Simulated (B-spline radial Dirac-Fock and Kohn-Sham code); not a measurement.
# Magnetic form factor of the 4f shell of Dy⁷⁺

System: Dy⁷⁺, configuration [Kr] 4d10 4f9 5s2 5p2.

Calculated with an atomic code on a B-spline grid, using Dirac-Fock densities. ⟨j_K⟩ is the integral of the 4f radial density with the spherical Bessel function j_K(4πsr), s = sin θ/λ.

| s (Å⁻¹) | ⟨j0⟩ | ⟨j2⟩ | ⟨j4⟩ | ⟨j6⟩ |
| --- | --- | --- | --- | --- |
| 0 | 1.0000 | 0.0000 | 0.0000 | 0.0000 |
| 0.1 | 0.9519 | 0.0190 | 0.0002 | 0.0000 |
| 0.12 | 0.9317 | 0.0268 | 0.0004 | 0.0000 |
| 0.14 | 0.9085 | 0.0357 | 0.0007 | 0.0000 |
| 0.17 | 0.8687 | 0.0505 | 0.0014 | 0.0000 |
| 0.2 | 0.8241 | 0.0667 | 0.0026 | 0.0001 |
| 0.23 | 0.7757 | 0.0837 | 0.0043 | 0.0002 |
| 0.28 | 0.6899 | 0.1120 | 0.0083 | 0.0005 |
| 0.33 | 0.6019 | 0.1384 | 0.0140 | 0.0011 |
| 0.39 | 0.4990 | 0.1651 | 0.0229 | 0.0024 |
| 0.46 | 0.3890 | 0.1876 | 0.0351 | 0.0050 |
| 0.55 | 0.2695 | 0.2020 | 0.0520 | 0.0100 |
| 0.65 | 0.1679 | 0.2019 | 0.0693 | 0.0174 |
| 0.77 | 0.0840 | 0.1864 | 0.0853 | 0.0276 |
| 0.91 | 0.0258 | 0.1579 | 0.0956 | 0.0391 |
| 1.08 | -0.0083 | 0.1203 | 0.0976 | 0.0501 |
| 1.28 | -0.0211 | 0.0817 | 0.0901 | 0.0574 |
| 1.52 | -0.0203 | 0.0478 | 0.0747 | 0.0591 |

Radial moments of the shell: ⟨r²⟩ = 0.6725, ⟨r⁴⟩ = 0.9488, ⟨r⁶⟩ = 2.385 in powers of bohr.
